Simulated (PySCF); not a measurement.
Be(Cl)(OMe) (CH3BeClO), SMILES [Cl][Be][O]C. Atoms are numbered in the order given.

```xyz
7

Be     0.0000     0.0000     0.1657
Cl     0.0000     0.0000     1.9849
O      0.0000     0.0000    -1.2216
C      0.0000     0.0000    -2.6063
H     -0.8938    -0.5160    -2.9984
H      0.0000     1.0321    -2.9984
H      0.8938    -0.5160    -2.9984
```
Charge 0, spin multiplicity 1.

Geometry: ωB97X-D3(BJ)/def2-SVP. One conformer was computed; it need not be the lowest.

Computed with HF/pcSseg-2 in PySCF.

GIAO shieldings, no solvent; atoms alike by connectivity are averaged. δ = σ(ref) − σ: ³⁵Cl against HCl (σ = 947.2 ppm); ¹⁷O against H2O (σ = 326.0 ppm); ¹³C against TMS (σ = 193.3 ppm); ¹H against TMS (σ = 31.98 ppm), references at their B3LYP-D3(BJ)/def2-TZVP geometries, non-relativistic (without spin–orbit terms, shifts of atoms bonded to Cl or Br come out too high).

```csv
atoms,nucleus,count,δ (ppm)
Cl2,³⁵Cl,1,-124.4
O3,¹⁷O,1,…
C4,¹³C,1,52.6
"H5, H6, H7",¹H,3,…
```

Some entries are withheld; supply them. (Estimate from the structure and the level; the computed values follow.)


- O3, δ (ppm): -12.3
- H5, H6, H7, δ (ppm): 3.97
